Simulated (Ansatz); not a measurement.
`[CH3][Al]([NH2])[CH2]F`, 12 atoms. The species carries charge 0 and has multiplicity 1. All runs use 4 threads of an AMD EPYC 9R45 on a shared host. Correlated methods freeze the cores.

How many basis functions does each run have, and how long does it take in Ansatz? RKS PBE0-D4/def2-QZVPP energy; RKS PBE0-D4/def2-TZVP frequencies; RKS ωB97M-V/def2-SVP energy; RKS ωB97M-V/def2-QZVPP energy; RKS r2SCAN0-D4/def2-TZVPP energy; RKS PBE0-D4/def2-SVP energy; RHF-CCSD(T)/def2-SVP energy; RKS ωB97M-V/def2-TZVPP energy and forces; direct RPA on PBE orbitals/def2-TZVPP energy; RHF-CCSD(T)/def2-TZVPP energy; RKS PBE0-D4/def2-TZVPP energy; RHF-MP2/def2-QZVPP energy. (Estimate.)

The calculation gave: Other jobs shared the machine, so times are rough.

```
                                level                job  functions  wall time  peak host memory (GiB)
                 RKS PBE0-D4/def2-SVP             energy        109      0.4 s                    0.51
               RKS PBE0-D4/def2-TZVPP             energy        264        1 s                    0.63
                 RKS ωB97M-V/def2-SVP             energy        109      1.2 s                    0.51
            RKS r2SCAN0-D4/def2-TZVPP             energy        264      1.5 s                    0.66
                 RHF-CCSD(T)/def2-SVP             energy        109      1.7 s                    0.54
direct RPA on PBE orbitals/def2-TZVPP             energy        264      2.4 s                    0.69
               RKS PBE0-D4/def2-QZVPP             energy        508      2.7 s                     1.7
               RKS ωB97M-V/def2-TZVPP  energy and forces        264      3.4 s                    0.93
               RKS ωB97M-V/def2-QZVPP             energy        508        6 s                     2.1
                   RHF-MP2/def2-QZVPP             energy        508      7.5 s                     3.1
               RHF-CCSD(T)/def2-TZVPP             energy        264       44 s                     6.6
                RKS PBE0-D4/def2-TZVP        frequencies        203       58 s                    0.51
```
